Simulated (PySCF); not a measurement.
A GIAO shielding run with PySCF (density fitting, non-relativistic, gas phase) on SMILES CN(C)[SiH2][SiH2][SiH3], C₂H₁₃NSi₃:

```
$ OMP_NUM_THREADS=1 python probes_run.py task.json out

{"job": {"kind": "nmr", "xc": "PBE0", "basis": "pcSseg-1"}, "charge": 0, "multiplicity": 1}
C     -1.037354     0.176728    -1.713966
N     -1.394718     0.394239    -0.337382
C     -1.988664    -0.772716     0.259495
Si    -0.482354     1.494997     0.636365
Si     1.600600     0.698233     1.298403
Si     2.422986    -1.084862     0.065980
H     -1.919846    -0.133078    -2.281407
H     -0.656105     1.100891    -2.141730
H     -0.270410    -0.603254    -1.825172
H     -1.297030    -1.626453     0.276679
H     -2.287877    -0.548341     1.280497
H     -2.875786    -1.069074    -0.307834
H     -1.393814     1.777439     1.753702
H     -0.399479     2.692869    -0.209902
H      1.573387     0.308409     2.721700
H      2.593305     1.788302     1.281108
H      2.747686    -0.699477    -1.312129
H      1.428880    -2.160701    -0.052795
H      3.626788    -1.724902     0.600927
```

Hardware: 1 thread of an Arm Neoverse V2, shared host. The job also computes population analyses, field gradients.

**Question.** How large is the calculation?

**Answer.** 74 electrons, 188 basis functions and 1043 auxiliary functions.

**Question.** How long does it take, and how much memory does it need?

**Answer.** 27 s of wall time, with 12 SCF cycles and 4 response iterations; peak memory 0.85 GiB. Times on a shared host scatter by some tens of per cent.
